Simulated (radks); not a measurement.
Results of a calculation; reference values are marked as such.
Valence configurations of As3+ (all share [Ar]). Code: a radial shooting solver on a logarithmic mesh with Libxc functionals. Model: Dirac Kohn-Sham, LDA (Slater exchange, Perdew-Wang correlation), spin-unpolarised, spherical densities, finite nucleus; open shells are shared between the two j in proportion to 2j + 1; Fermi nuclear charge, rms radius 4.0968 fm. Energies are relative to 3d10 4s2; eigenvalues in eV.

[
 {"valence": "3d10 4s2", "E (eV)": "0.000", "e(3d3/2)": "-75.704", "e(3d5/2)": "-74.967", "e(4p1/2)": "-", "e(4p3/2)": "-", "e(4s1/2)": "-44.855"},
 {"valence": "3d9 4s2 4p1", "E (eV)": "46.513", "e(3d3/2)": "-87.768", "e(3d5/2)": "-86.987", "e(4p1/2)": "-36.530", "e(4p3/2)": "-35.974", "e(4s1/2)": "-48.506"},
 {"valence": "3d10 4p2", "E (eV)": "23.409", "e(3d3/2)": "-78.716", "e(3d5/2)": "-77.977", "e(4p1/2)": "-35.105", "e(4p3/2)": "-34.596", "e(4s1/2)": "-"},
 {"valence": "3d8 4s2 4p2", "E (eV)": "102.50", "e(3d3/2)": "-100.35", "e(3d5/2)": "-99.522", "e(4p1/2)": "-39.324", "e(4p3/2)": "-38.698", "e(4s1/2)": "-51.982"},
 {"valence": "3d10 4s1 4p1", "E (eV)": "11.653", "e(3d3/2)": "-77.229", "e(3d5/2)": "-76.490", "e(4p1/2)": "-34.365", "e(4p3/2)": "-33.866", "e(4s1/2)": "-45.736"},
 {"valence": "3d8 4s1 4p3", "E (eV)": "115.63", "e(3d3/2)": "-101.69", "e(3d5/2)": "-100.86", "e(4p1/2)": "-39.959", "e(4p3/2)": "-39.321", "e(4s1/2)": "-52.707"},
 {"valence": "3d10 4s1.5 4p0.5", "E (eV)": "5.814", "e(3d3/2)": "-76.471", "e(3d5/2)": "-75.733", "e(4p1/2)": "-33.977", "e(4p3/2)": "-33.484", "e(4s1/2)": "-45.301"},
 {"valence": "3d9 4s1 4p2", "E (eV)": "58.911", "e(3d3/2)": "-89.197", "e(3d5/2)": "-88.415", "e(4p1/2)": "-37.225", "e(4p3/2)": "-36.659", "e(4s1/2)": "-49.298"},
 {"valence": "3d7.5 4s1.5 4p3", "E (eV)": "140.98", "e(3d3/2)": "-107.47", "e(3d5/2)": "-106.62", "e(4p1/2)": "-40.991", "e(4p3/2)": "-40.322", "e(4s1/2)": "-54.020"},
 {"valence": "3d9.5 4s2 4p0.5", "E (eV)": "22.115", "e(3d3/2)": "-81.669", "e(3d5/2)": "-80.910", "e(4p1/2)": "-35.080", "e(4p3/2)": "-34.558", "e(4s1/2)": "-46.706"}
]

NIST lists [Ar] 3d10 4s2 as the ground configuration; this level of theory agrees among the configurations tried. The energies are those of spherical spin-averaged densities, not of single terms.
